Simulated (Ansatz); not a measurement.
Consider the redistribution: `N[SiH](O)F` + `B[SiH2][SiH3]` → `O[SiH](F)[SiH2][SiH3]` + `BN`.

Gas-phase electronic energies from Ansatz, PBE0-D4/def2-TZVP geometries. CBS: MP2 limit from def2 TZ/QZ plus the TZ coupled-cluster correction, frozen cores. This one scheme is used for every species. Functionals use def2-TZVPP. Each species was taken in one conformer, which may not be the lowest.

```json
{"level": "CAM-B3LYP", "ΔE (kcal/mol)": "-19.9"}
{"level": "CCSD/def2-SVP", "ΔE (kcal/mol)": "-23.2"}
```

What does CCSD(T)/CBS give? (Best estimate.)

The calculation gave: -18.5 kcal/mol. The listed levels differ from it by -1.4, -4.7 kcal/mol.

Largest T1 diagnostic among the species: 0.014.

Leaving LDA and LC-ωPBE aside and taking each functional with its dispersion term where it has one, the values, not all of them listed here, spread over 4.3 kcal/mol, from PBE-D4 to B97M-V. In def2-TZVPP, CCSD(T) changes the Hartree–Fock value by −3.1 kcal/mol (the triples alone add −0.8 kcal/mol) and MP2 by −3.0 kcal/mol.
